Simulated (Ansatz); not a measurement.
Energy profile

The step: Si₂H₃ClF₂ ([F][Si]([F])([SiH3])[Cl]) + H₂O + NH₃ → SiNH₂ClF₂ ([NH2][Si]([F])([F])[Cl]) + SiH₄ + H₂O; bonds formed: Si2–H8, H6–O9; dative contacts that become bonds: Si1–N7; bonds broken: Si1–Si2, H6–N7, H8–O9 (atoms numbered as in the saddle structure below).

| atom | x (Å) | y (Å) | z (Å) |
| --- | --- | --- | --- |
| Si1 | -1.0082 | -0.1265 | -0.6707 |
| Si2 | -0.1642 | -0.0879 | 1.8258 |
| F3 | -2.2040 | 0.4783 | 0.2479 |
| F4 | -0.9157 | 1.0986 | -1.7054 |
| Cl5 | -2.1271 | -1.7015 | -1.4211 |
| H6 | 1.4050 | 0.4460 | -0.8110 |
| N7 | 0.6314 | -0.7726 | -1.1494 |
| H8 | 0.6079 | 0.9079 | 0.4893 |
| O9 | 1.5788 | 1.3318 | -0.2145 |
| H10 | 1.1769 | -0.4307 | 2.3827 |
| H11 | -0.8872 | -1.3947 | 1.7222 |
| H12 | -0.8993 | 0.8085 | 2.7450 |
| H13 | 0.9287 | -1.5711 | -0.5983 |
| H14 | 0.6102 | -1.0775 | -2.1192 |
| H15 | 1.2667 | 2.0911 | -0.7235 |

Electronic energies by CCSD(T) at an estimated basis limit (MP2 extrapolated from triple and quadruple zeta, plus CCSD(T) − MP2 in triple zeta), on PBE0-D4/def2-TZVP structures; Si2NH8ClOF2, singlet; no counterpoise correction. Program: Ansatz 0.2.0. Basis: def2-TZVPP and def2-QZVPP. Cores are frozen in the correlated methods. Extrapolation: Hartree–Fock as exp(−7.88 √X), correlation as X^−2.97.

Task: Give the profile in kcal/mol, counted from the separated reactants. (To be estimated.)

Result: Computed:
| point | kcal/mol |
| --- | --- |
| separated: Si2H3ClF2 (linked as [F][Si]([F])([SiH3])[Cl]; Si1, Si2, F3, F4, Cl5, H10, H11, H12; singlet) + NH3 (H6, N7, H13, H14; singlet) + H2O (H8, O9, H15; singlet) | 0.00 |
| start structure | -12.58 |
| saddle | 42.65 |
| end structure | -25.15 |
| separated: SiNH2ClF2 (linked as [NH2][Si]([F])([F])[Cl]; Si1, F3, F4, Cl5, N7, H13, H14; singlet) + SiH4 (Si2, H8, H10, H11, H12; singlet) + H2O (H6, O9, H15; singlet) | -18.60 |

No T1 diagnostic of these runs exceeds 0.013.

For scale, one of the runs: CCSD(T)/def2-TZVPP, 362 basis functions, launched by `ansatz run in.yaml --threads 4 --pin off --events-out ev --progress --plain --max-ram 46080MiB --backend cuda --devices 0, --max-vram 37GiB`. Time: 11 s of wall clock on 4 CPU threads of an AMD EPYC 7R13 and a share of one NVIDIA H100; the host was shared. Peak host memory: 0.9 GiB.
